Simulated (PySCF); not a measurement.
The isolated species `CC1[SiH2]C[SiH2]1` is ionised with Mg Kα (hν = 1253.6 eV). Calculated photoelectron kinetic energies of its computed core levels, recoil neglected:

```json
{"line": "1", "kinetic energy (eV)": "1147.28"}
{"line": "2", "kinetic energy (eV)": "1146.65"}
{"line": "3", "kinetic energy (eV)": "964.07"}
{"line": "4", "kinetic energy (eV)": "964.05"}
{"line": "5", "kinetic energy (eV)": "963.03"}
```

Theory: PySCF 2.14.0, delta-SCF UKS SCAN, pcX-2 on the ionised atom, pcseg-1 elsewhere, spin-free X2C.

Task: Convert to binding energies and name the level and atom behind each line. Numbering: `[CH3:1][CH:2]1[SiH2:3][CH2:4][SiH2:5]1`.

Result: Against the vacuum level, binding energy = hν − kinetic energy.

| line | binding energy (eV) | level | atoms | environment |
| --- | --- | --- | --- | --- |
| 1 | 106.32 | Si 2p3/2 | Si3/Si5 | SiH2 silicon |
| 2 | 106.95 | Si 2p1/2 | Si3/Si5 | SiH2 silicon |
| 3 | 289.53 | C 1s | C4 | sp3 carbon bound to silicon |
| 4 | 289.55 | C 1s | C2 | sp3 carbon bound to silicon |
| 5 | 290.57 | C 1s | C1 | methyl carbon |

Out of reach at this photon energy: Si 1s (1846.1 eV).

Task: Where does line 3 move with hν = 1000.0 eV?

Result: To 1000.0 − 289.53 = 710.47 eV; every photoline shifts by the change in photon energy, -253.6 eV.

The listed C 1s values span 1.04 eV, from C4 (bonded to 2 H and 2 Si) to C1 (bonded to C and 3 H). Summing the Pauling electronegativity differences to the bonded atoms, each weighted by its formal bond order, gives -2.00 for the lowest site and -1.05 for the highest; no listed site has a larger sum than the highest. The values 289.53 and 289.55 eV lie too close for their order to be trusted.

Task: Give the binding energy of C 1s of C4 in hartree and in kJ/mol.

Result: 289.53 eV = 10.6400 Eh = 27935 kJ/mol.

Other core shells, valence and Auger electrons aren't listed. Atoms equivalent by their bonding share one computed value, that of the first of them. The 2p values aren't plain energy differences: one relaxed spin-free 2p hole is combined with a matrix within the shell (ground-state 2p orbital-energy differences and spin–orbit coupling). 2p3/2, the mean of its two sublevels, lies a third of the splitting below the shell's mean and 2p1/2 two thirds above it; the statistical areas are 2:1. 2p1/2 minus 2p3/2 (ligand field included): Si 0.62 eV. Geometry: PBE0-D3(BJ)/def2-SVP, one conformer, isolated molecule.
